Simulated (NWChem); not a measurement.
# Correlation energy of hydrogen iodide (HI)

```
I
H 1 1.6328
```
Charge 0, spin multiplicity 1.

All runs are NWChem calculations. The geometry was optimised at PBE/def2-SVP with def2 effective core potentials on I, a minimum by its harmonic frequencies.

Basis set: def2-QZVP. Each correlation energy counts from its own Hartree-Fock reference.

Effective core potentials replace the inner electrons of I; spin-orbit coupling is left out. The correlated methods keep 4 core orbitals frozen. Coupled-cluster values serve here as a point of comparison, not as the truth.

```csv
method,correlation energy (mHa)
MP2,-677.8
CR-CCSD[T],?
CR-CCSD(T),?
SCS-MP2,-603.5
CCSD,-635.4
```

### Question
What belongs in the gaps?

### Answer

- CR-CCSD[T], correlation energy (mHa): -647.7
- CR-CCSD(T), correlation energy (mHa): -647.3
